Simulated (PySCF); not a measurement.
Input of a run (PBE0-D3(BJ)/def2-SVP geometry optimisation, gas phase, def2 core potentials past Kr (PySCF 2.14.0)), started from GFN2-xTB:
```
{"job": {"xc": "PBE0", "basis": "def2-SVP", "d3": "d3bj", "grid": 1, "maxiter": 30, "shake": 0.03, "kind": "geom"}, "charge": 0, "multiplicity": 1}
Sn    -0.165190    -0.458630     0.571370
H     -0.420740    -0.692740     2.230460
C      1.726350    -0.660440    -0.249890
H      2.548300     0.130040     0.130170
H      1.728730    -0.630470    -1.338680
H      2.154110    -1.609330     0.070110
C     -1.406140     1.243370    -0.226370
H     -2.411420     1.161640     0.101640
H     -1.419910     1.205360    -1.252410
H     -1.048400     2.199590     0.122060
F     -1.187640    -1.973870    -0.127560
```

Output (energies in Eh, forces in Eh/bohr):
```
step   0  E = -394.23937450  max force = 0.059243
step   1  E = -394.25558765  max force = 0.011767
step   2  E = -394.25691661  max force = 0.006204
step   3  E = -394.25727031  max force = 0.002845
step   4  E = -394.25735466  max force = 0.001125
step   5  E = -394.25739378  max force = 0.001189
step   6  E = -394.25744693  max force = 0.001105
step   7  E = -394.25747343  max force = 0.000818
step   8  E = -394.25751506  max force = 0.001321
step   9  E = -394.25753238  max force = 0.000909
step  10  E = -394.25753811  max force = 0.000207
optimisation converged
```

Problem. Summarise the run.

Solution. The energy falls by 47.7 kJ/mol over 11 energy and gradient evaluations, the largest force component goes from 0.0592 to 2.1e-04 Eh/bohr, and the atoms move by 0.109 Å rms after alignment. The bond that changes most is Sn1–C7 (ends: tin bonded to 2 C, F and H; carbon bonded to Sn and 3 H), which shortens by 0.113 Å. Bonds longer at the end by more than 0.005 Å: 7 of 10; shorter: 2. Among the angles that change most is H2–Sn1–C3, from 120.8° to 113.8°. The energy never rose by more than 1e-6 Eh on the way. The first step brought 89 % of the lowering.

Problem. What are the final bond lengths?

Solution. Sn1–H2 1.718 Å, Sn1–C3 2.138 Å, Sn1–C7 2.139 Å, Sn1–F11 1.953 Å, C3–H4 1.100 Å, C3–H5 1.099 Å, C3–H6 1.099 Å, C7–H8 1.099 Å, C7–H9 1.099 Å, C7–H10 1.100 Å. Numbering counts from 1 in the input's order; the species is `[H][Sn]([CH3])([CH3])[F]` (SnHMe2F).

The run used 103 basis functions and 69 SCF cycles in all.

Stationary, but not proved a minimum.
